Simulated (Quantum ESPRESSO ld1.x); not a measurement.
The numbers below are computed, except where a source is named.
Question: These are the eigenvalues of the occupied orbitals of an atom or ion with whole-number occupations (hartree). Level of theory: scalar-relativistic Kohn-Sham, LDA (Slater exchange, Perdew-Zunger correlation), spin-polarised, spherical densities, point nucleus (ld1.x of Quantum ESPRESSO 7.5).

orbital  eigenvalue
1s         -66.1643
2s          -5.8823
2p          -4.2990
3s          -1.0534

Which element is it, and in what charge state? The configuration may be excited. Open shells, if any, are filled with parallel spins first.

Answer: Z = 14, silicon, charge +2: Si2+ in [Ne] 3s2. The list shows which subshells hold electrons but not how many an open one holds; the 1s level, -66.164 hartree, gives Z - s = 11.5 by -(Z - s)^2/2, which with screening and relativity narrows Z to a few neighbours, and the depths of the outer levels then fix element, charge and occupations together.
